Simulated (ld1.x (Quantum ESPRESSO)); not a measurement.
**Configuration tests for C (Z = 6) (TM semilocal)**

ld1.x (Quantum ESPRESSO) 7.5 input, shortened:

```
&input
   title='C', zed=6., rel=1, dft='PBESOL', iswitch=3,
   config='[He] 2s2 2p1'
 /
 &inputp
   pseudotype=1, tm=.true., lloc=0,
   nlcc=.false.
 /
2
2P  2  1   1.00   0.00  2.65  2.65  0.0
2S  1  0   2.00   0.00  1.10  1.10  0.0
 &test
   configts(1)='2s2 2p1'
 /
```

Energies are relative to the spin-unpolarised reference configuration 2s2 2p1; without spin polarisation the order of configurations can differ from experiment.

Question: Give the all-electron excitation energy and the error of the potential for: 2s2 2p2; 2s2 2p0; 2s1 2p0; 2s2 2p1.5; 2s2 2p2.3; 2s0 2p4; 2s1 2p3.

Answer:

| valence configuration | charge | ΔE all-electron (eV) | error AE − PS (meV) |
| --- | --- | --- | --- |
| 2s2 2p2 | 0 | -10.789 | +51 |
| 2s2 2p0 | +2 | 24.019 | +305 |
| 2s1 2p0 | +3 | 71.982 | +783 |
| 2s2 2p1.5 | +0.5 | -6.856 | +24 |
| 2s2 2p2.3 | -0.3 | -11.933 | +51 |
| 2s0 2p4 | 0 | 6.084 | +233 |
| 2s1 2p3 | 0 | -2.362 | +150 |

Levels in the configuration 2s1 2p3:

```json
{"level": "2s", "all-electron (eV)": "-14.105", "pseudo (eV)": "-14.058"}
{"level": "2p", "all-electron (eV)": "-5.668", "pseudo (eV)": "-5.713"}
```
